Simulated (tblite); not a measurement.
C7H13FO2.
Numbering: `[CH3:1][CH2:2][C@@:3]1([O:4][C@@H:5]([CH3:6])[F:7])[CH2:8][CH2:9][O:10]1` (hydrogens: H11, H12, H13 on C1; H14, H15 on C2; H16 on C5; H17, H18, H19 on C6; H20, H21 on C8; H22, H23 on C9)

Computed with GFN2-xTB (tblite), gas phase: L-BFGS steps from a force-field or distance-geometry start until the largest atomic force falls under 0.01 eV/Å.

Geometry at step 4:
```
atom  x, y, z in Å
C1     -1.1242   -2.3508    0.2556
C2     -1.5893   -1.0483   -0.3786
C3     -0.6483    0.1241   -0.0722
O4      0.6426   -0.1879   -0.5816
C5      1.7609    0.3945   -0.0139
C6      3.0442   -0.1256   -0.6511
F7      1.7275    1.7767   -0.2128
C8     -1.2086    1.5177   -0.4406
C9     -1.1633    1.7731    1.0633
O10    -0.6449    0.4606    1.3097
H11    -0.1584   -2.6334   -0.1457
H12    -1.8424   -3.1372    0.0462
H13    -1.0360   -2.2307    1.3309
H14    -2.5725   -0.7848    0.0159
H15    -1.6810   -1.1524   -1.4600
H16     1.7774    0.2648    1.0778
H17     3.0350    0.0891   -1.7150
H18     3.1244   -1.1955   -0.4980
H19     3.9067    0.3678   -0.2035
H20    -2.2029    1.4923   -0.8721
H21    -0.5554    2.1429   -1.0386
H22    -2.1344    1.9277    1.5392
H23    -0.4618    2.5422    1.3868
```

Problem. What forces act on the atoms?

Solution. 
```csv
atom,Fx (eV/Å),Fy (eV/Å),Fz (eV/Å)
C1,0.000,0.043,-0.029
C2,0.018,0.122,-0.029
C3,0.136,-0.033,0.008
O4,0.050,-0.043,-0.168
C5,-0.060,0.134,0.016
C6,-0.135,-0.015,0.004
F7,-0.007,-0.070,0.010
C8,0.021,-0.061,-0.039
C9,0.021,0.022,-0.001
O10,-0.008,0.012,0.157
H11,0.092,-0.044,-0.027
H12,-0.016,-0.061,-0.004
H13,0.015,0.034,0.043
H14,0.016,0.045,0.036
H15,0.132,0.001,-0.034
H16,-0.078,0.043,0.077
H17,-0.064,-0.024,-0.053
H18,-0.049,-0.044,0.001
H19,-0.171,-0.002,0.028
H20,-0.048,-0.007,-0.071
H21,0.070,-0.036,-0.017
H22,0.025,-0.071,0.062
H23,0.041,0.053,0.031
```

The largest, 0.18 eV/Å, acts on O4; the rms over all components is 0.063 eV/Å. The forces sum to zero within rounding, as they must for an isolated molecule in no field.

Problem. Give the force on O4 in Eh/bohr and in nN.

Solution. 0.180 eV/Å ÷ 51.422 = 0.00351 Eh/bohr, and 0.180 eV/Å × 1.602 = 0.29 nN.

Problem. How far is this geometry from the end of the optimisation?

Solution. 0.054 eV above it, and 0.271 Å rms away after alignment. The bonds farthest from their final lengths, with half the difference of the two atoms' forces along the bond (positive lengthens):

```json
{"bond": "C3–O4", "now (Å)": "1.422", "final (Å)": "1.411", "force along bond (eV/Å)": "-0.01"}
{"bond": "C5–C6", "now (Å)": "1.524", "final (Å)": "1.517", "force along bond (eV/Å)": "0.00"}
{"bond": "C3–O10", "now (Å)": "1.422", "final (Å)": "1.429", "force along bond (eV/Å)": "+0.08"}
{"bond": "O4–C5", "now (Å)": "1.383", "final (Å)": "1.376", "force along bond (eV/Å)": "+0.03"}
{"bond": "C2–C3", "now (Å)": "1.534", "final (Å)": "1.528", "force along bond (eV/Å)": "-0.02"}
{"bond": "C6–H19", "now (Å)": "1.090", "final (Å)": "1.086", "force along bond (eV/Å)": "-0.01"}
```

The angle farthest from its final value is C2–C3–O4, 108.5° against 106.4°.

What follows is the cost of the whole relaxation. Hardware: one thread of an Arm Neoverse V2, no GPU, shared host. Cost: 0.63 s.
